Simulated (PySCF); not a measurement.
## Spinor energies of Ni(3+) (nickel, charge +3)

Start: [Ar] 3d6 4p1; 3d3/2 filled at m_j = +3/2; 3d5/2 filled at m_j = -3/2, -1/2, +1/2, +3/2, +5/2; 4p3/2 filled at m_j = +3/2. Calculated with PySCF 2.14 in x2c-TZVPall-2c (6s7p4d1f, 54 functions): generalised Hartree-Fock with the X2C-1e Hamiltonian and a Gaussian nucleus; one run each with spin-orbit coupling (SO) switched off, then screened by Boettger's factors. This is a chosen level, not necessarily the ground level.

```
spinor shell  electrons  ε, spin-free (eV)  ε, screened SO (eV)  weight of nominal j (screened SO)  rms radius, screened SO (bohr)
       1s1/2          2            -8454.0              -8453.8                              1.000                          0.0624
       2s1/2          2            -1103.7              -1103.7                              1.000                           0.265
       2p1/2          2            -952.80              -965.36                              0.987                           0.236
       2p3/2          4            -952.80              -946.67                              0.993                           0.239
       3s1/2          2            -185.84              -185.85                              1.000                           0.781
       3p3/2          4            -138.77              -137.87                              0.830                           0.823
       3p1/2          2            -138.77              -140.65                              0.659                           0.819
       3d5/2          5            -70.198              -71.435                              0.583                           0.925
       3d3/2          1            -70.198              -64.205                              0.786                           0.954
       4p3/2          1            -32.038              -31.962                              1.000                            2.57
```

| quantity | spin-free | screened SO |
| --- | --- | --- |
| E (hartree) | -1516.24399 | -1516.27780 |
| M_J | 11/2 | 11/2 |
| ⟨J²⟩ | 35.754 | 35.754 |
| ⟨L²⟩ | 12.002 | 12.021 |
| ⟨S²⟩ | 8.751 | 8.742 |

Each row is a mean over spinors that exchange with the open shell spreads, by up to 19.148 eV (3p3/2).

Rows whose weight is well below 1 are mixtures of j = l ± 1/2: exchange outweighs spin-orbit coupling there, and the label is only the starting occupation.

Without spin-orbit coupling the j labels of p, d and f shells carry no meaning; the spin-free column gives the mean over the occupied spinors of each nl shell.
